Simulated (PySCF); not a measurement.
# One molecule, several mistakes: CGeH7Si

These are calculations, not measurements. They come from PySCF 2.14.0, an open-source quantum chemistry program, on an isolated molecule that a program drew, which may never have been made. The molecule is CGeH7Si (charge 0, doublet), drawn as the SMILES string `[CH2][GeH2][SiH3]`.

Each row is a Hartree-Fock (HF) and frozen-core CCSD(T) single point in the cc-pV(D+d)Z basis, meant for a local HF minimum. Run 1 is clean. Each other run has one planted mistake out of seven kinds, and not every kind appears here: one electron removed, one electron added, multiplicity raised by two, geometry at a saddle point, minimal basis STO-3G, one bond length entered in bohr, all coordinates scaled. The reference is restricted for singlets and unrestricted otherwise, and also for a bond in bohr. Adding or removing an electron swaps singlet and doublet. Electrons count all cores. HOMO and LUMO are orbital energies over both spins, the gradient is its largest component, and the lowest frequency (negative if imaginary) is given only where the gradient is small. Bond lengths are over the 9 bonds as drawn. T1 is the CCSD diagnostic: over 0.02 (restricted) or 0.045 (unrestricted) a single reference is doubtful. Germanium has the cc-pVDZ-PP basis, with a core potential (ECP10MDF) in place of its 10 inner electrons, and its 3s, 3p and 3d shells are frozen in CCSD(T).

Geometry of the clean run:
```xyz
10
CGeH7Si, angstrom
C    -3.1426   -1.0493    1.8127
Ge   -1.5367   -0.1582    1.1869
Si   -0.1942   -1.6229   -0.1796
H    -3.1591   -1.6241    2.7336
H    -4.0536   -1.0731    1.2224
H    -0.7163    0.3058    2.3992
H    -1.9352    1.0796    0.3702
H    -0.9703   -2.0683   -1.3621
H     1.0266   -0.9227   -0.6468
H     0.2102   -2.8178    0.5999
```

```
run  electrons  basis functions  <S^2>  HOMO (eV)  LUMO (eV)  gradient (hartree/bohr)  lowest frequency (cm^-1)  mean bond (Å)  longest bond (Å)      T1  HF (hartree)  CCSD(T) (hartree)                          mistake
  1         59               95  0.764      -9.57       2.46                  9.1e-06                        83         1.5603             2.411  0.0130    -624.20657         -624.59773                         no fault
  2         60               95  0.000      -0.66       8.31                  5.5e-02                         -         1.5603             2.411  0.0161    -624.16088         -624.59526               one electron added
  3         59               95  0.760      -9.45       2.53                  7.1e-02                         -         1.4324             2.214  0.0132    -624.13968         -624.52609           all coordinates scaled
  4         59               95  1.564      -8.64       1.26                  6.4e-03                         -         1.7121             2.902  0.0365    -624.11004         -624.48851  one bond length entered in bohr
  5         59               95  3.776      -3.38      -2.21                  5.9e-02                         -         1.5603             2.411  0.0209    -623.95896         -624.34304       multiplicity raised by two
  6         58               95  0.000     -15.91      -6.39                  3.0e-02                         -         1.5603             2.411  0.0391    -623.90612         -624.29147                                ?
```

**Which mistake was planted in run 6, and what did it cost?**

It counts 58 electrons, one fewer than the clean run, at the same geometry and basis. So the mistake is: one electron removed. Subtracting run 1 and multiplying by 627.51 kcal/mol a hartree, the energy moved by 188.5 kcal/mol in HF and 192.2 kcal/mol in CCSD(T).

Cautions from the logs. Run 2: the added electron raises the CCSD(T) energy, so it isn't bound in this basis; run 6: T1 is over the limit, so its CCSD(T) energy is less reliable.
